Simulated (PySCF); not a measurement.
**Polarisability and C₆ of Au (gold, neutral)**

[Xe] 4f14 5d10 6s1, 2S determinant. Computed with PySCF 2.14 in aug-cc-pV5Z-PP with ECP60MDF (8s8p7d5f4g3h2i, 197 functions), with a scalar-relativistic core potential. Coupled (time-dependent) response in atomic units; α is the mean over directions.

```csv
method,mean α (bohr³),C₆ (like pair),S(−4)
PBE,35.92,333.5,557.8
```

S(−4) is the Cauchy moment in α(ω) = α(0) + S(−4) ω² + …

Reference α: 36 ± 3 bohr³ (recommended; Schwerdtfeger and Nagle, table of static dipole polarizabilities (2023 update)). Published C₆: 427.0 (Gould and Bucko (2016)).

α(iu) at PBE:

```tsv
u (hartree)	α(iu) (bohr³)
0	35.92
0.0500	34.61
0.100	31.38
0.200	24.03
0.300	18.55
0.500	12.29
0.750	8.408
1.00	6.243
1.50	3.911
2.00	2.697
3.00	1.504
5.00	0.6540
```

Energies and moments cover only the electrons outside the core potential. Spin-orbit coupling, which splits the p, d and f shells strongly at this Z, is absent.
